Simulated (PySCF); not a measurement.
Simulation results for CH6GeNO, CH7GeSi

All values are calculated (PySCF 2.14.0). Calculation on a computer-drawn molecule: optimised geometry and harmonic frequencies of an isolated molecule of the commonest isotopes, restricted reference for singlets and unrestricted otherwise, frozen core in MP2; on germanium a core potential holds 10 electrons, which the energies leave out, and 3d is frozen in MP2 and coupled-cluster steps.

Common to all runs: charge 0; multiplicity 2; method HF; basis and core potential on germanium cc-pVDZ-PP ECP10MDF.

(1) CH6GeNO

Start structure:
```xyz
10
CH6GeNO
C     -0.3466    -1.0796    -0.9079
N      0.4219    -1.0519    -1.9477
Ge     0.2133    -1.8716    -3.5837
O     -1.3891    -1.5311    -4.1142
H     -1.4152    -1.4904    -1.0708
H     -0.0604    -1.0539     0.0679
H      1.3815    -0.7614    -1.7285
H      0.2244    -3.3750    -3.6666
H      1.2414    -1.1538    -4.4883
H     -1.7956    -0.6647    -4.0345
```

It was run with basis cc-pVDZ.

Drawn bonds:
```csv
atom,other atom,order
1,2,1
2,3,1
3,4,1
1,5,1
1,6,1
2,7,1
3,8,1
3,9,1
4,10,1
```

(2) CH7GeSi

Start structure:
```xyz
10
CH7GeSi
C     -1.5874    -0.1740    -2.9344
Si    -0.2618     1.0384    -2.5182
Ge     1.2854     0.0489    -1.1420
H     -1.3998    -0.9861    -3.6878
H     -2.3734    -0.3793    -2.2876
H      0.4584     1.4381    -3.8457
H     -0.7832     2.2435    -1.9079
H      0.8178    -0.3634     0.2204
H      2.0900    -1.1525    -1.6238
H      2.4527     1.0115    -0.6406
```

Settings of this run: basis cc-pV(D+d)Z.

Drawn bonds:
```csv
atom,other atom,order
1,2,1
2,3,1
1,4,1
1,5,1
2,6,1
2,7,1
3,8,1
3,9,1
3,10,1
```

Q: Estimate the spin squared of CH6GeNO (entry 1).
A: 0.7603

Q: Estimate the total energy of CH6GeNO (entry 1).
A: -464.0352 hartree

Q: What total energy does the calculation give for CH7GeSi (entry 2)?
A: -624.2136 hartree

Q: Estimate the rotational constants of CH7GeSi (entry 2).
A: 13.27, 2.198, 2.001 GHz

Q: Give the missing spin squared for CH7GeSi (entry 2).
A: 0.762

Further results for CH6GeNO (entry 1):

* rotational constants: 9.36, 3.183, 2.646 GHz
* convergence status largest gradient component: 4.164e-05 hartree/bohr

Optimised structure:
```xyz
10
CH6GeNO
C     -0.3961    -1.2699    -0.8290
N      0.4287    -1.0999    -1.9463
Ge     0.1299    -1.8550    -3.5846
O     -1.3955    -1.3131    -4.3218
H     -0.9753    -2.1849    -0.7876
H     -0.0471    -0.8540     0.1089
H      1.0131    -0.2875    -1.9099
H     -0.0546    -3.3557    -3.4397
H      1.3133    -1.4352    -4.4540
H     -1.5407    -0.3781    -4.3102
```

Modes:
```csv
frequency (cm⁻¹),reduced mass (dalton)
83.45,2.624
169.7,1.204
176.6,1.428
242,2.272
310,3.368
462.3,1.143
583.8,1.492
677,2.278
720.8,1.38
736.7,6.988
777.8,1.117
887.8,1.076
929.5,1.045
964.3,1.096
1163,1.187
1298,3.333
1512,1.294
1592,1.254
2253,1.021
2296,1.018
3267,1.049
3381,1.121
3818,1.076
4158,1.067
```

Further results for CH7GeSi (entry 2):

- convergence status largest gradient component: 1.153e-05 hartree/bohr

Optimised structure:
```xyz
10
CH7GeSi
C     -1.5615    -0.2282    -2.9396
Si    -0.2263     0.9997    -2.5391
Ge     1.4134     0.0659    -1.0371
H     -1.4748    -0.9368    -3.7585
H     -2.4475    -0.3473    -2.3224
H      0.4640     1.4172    -3.7836
H     -0.8194     2.1978    -1.8971
H      0.7593    -0.3649     0.2832
H      2.0811    -1.1684    -1.6594
H      2.5104     1.0901    -0.7142
```

Modes:
```csv
frequency (cm⁻¹),reduced mass (dalton)
96.13,1.117
106.6,1.016
149.4,3.241
352.3,6.542
373.9,1.04
485.7,1.105
534,1.093
559.3,1.401
693.7,1.119
766.8,4.43
844.6,1.111
907.9,1.231
909.3,1.086
966.7,1.02
967.7,1.02
1017,1.058
1489,1.133
2199,1.023
2199,1.023
2213,1.012
2297,1.052
2298,1.029
3265,1.054
3363,1.114
```
